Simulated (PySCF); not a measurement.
MSi for M along group 13

CCSD(T) with double-zeta basis sets in PySCF, for the lowest determinant that a PBE0 search found; no spin–orbit coupling. De refers to high-spin ground-configuration atoms.

| M | basis | reference, frozen orbitals | state (unpaired electrons) | Re (Å) | ωe (cm⁻¹) | De (eV) |
| --- | --- | --- | --- | --- | --- | --- |
| B | cc-pV(D+d)Z/cc-pVDZ | UHF, 6 | quartet (σ ↑, π ↑↑) | 1.946 | 722 | 2.91 |
| Al | x2c-SVPall | UHF, 10 | quartet (σ ↑, π ↑↑) | 2.422 | 393 | 2.29 |
| In | def2-SVPD | UHF, 9 | quartet (σ ↑, π ↑↑) | 2.653 | 256 | 2.05 |
| Tl | def2-SVP | UHF, 9 | quartet (σ ↑, π ↑↑) | 2.697 | 237 | 1.89 |

Task: By what factor does the well depth vary along the series?

Result: At CCSD(T) it runs from 1.89 eV (TlSi) to 2.91 eV (SiB), a factor of 1.54.

The rows differ in basis set, which adds steps of its own.

Down a group the atoms grow and get heavier, so bonds lengthen and wavenumbers fall; this series shows no clear exception.

Correlated steps freeze the inner cores (6 to 10 orbitals); shallow outer-core shells are correlated. Correlated levels converge slowly with the basis: in double zeta they bind strong bonds too weakly, by up to about 1 eV, and carry superposition errors of some tenths. These are scalar-relativistic numbers at best; spin–orbit coupling would shift them, the dissociation energy most. The CCSD T1 diagnostic is raised in SiB, a sign that a single reference may not be enough there. States were picked by a PBE0 search and need not be the measured ground states.
